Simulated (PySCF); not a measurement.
# Se²⁺ (selenium, charge +2) across methods

[Ar] 3d10 4s2 4p2, high-spin 3P determinant. All numbers are calculated (PySCF 2.14, scalar relativity by spin-free X2C-1e, in x2c-TZVPPall with one added diffuse shell each of s, p, d type (7s6p5d1f, 57 functions)).

| method | E (hartree) | mean ε 4s α (eV) | mean ε 4s β (eV) | mean ε 4p α (eV) | Σ⟨r²⟩ (bohr²) | ⟨S²⟩ |
| --- | --- | --- | --- | --- | --- | --- |
| r2SCANh | -2428.632 | -39.897 | -36.981 | -27.327 | 23.85 | 2.004 |
| B3LYP | -2428.707 | -40.040 | -37.606 | -27.369 | 23.92 | 2.002 |
| wB97M-V | -2428.481 | -42.977 | -40.087 | -29.918 | 23.99 | 2.002 |
| r2SCAN | -2428.641 | -39.155 | -36.512 | -26.797 | 23.84 | 2.003 |
| LDA | -2425.070 | -38.589 | -36.773 | -26.317 | 23.86 | 2.001 |
| M06-2X | -2428.778 | -41.895 | -37.675 | -28.924 | 24.04 | 2.004 |
| UHF | -2426.98729 | -45.792 | -39.838 | -31.444 | 24.12 | 2.008 |
| PBE | -2428.338 | -38.390 | -36.329 | -26.283 | 23.91 | 2.001 |

Estimate the same row for PBE0.

E (hartree) = -2428.386; mean ε 4s α (eV) = -40.470; mean ε 4s β (eV) = -37.539; mean ε 4p α (eV) = -27.768; Σ⟨r²⟩ (bohr²) = 23.90; ⟨S²⟩ = 2.002.
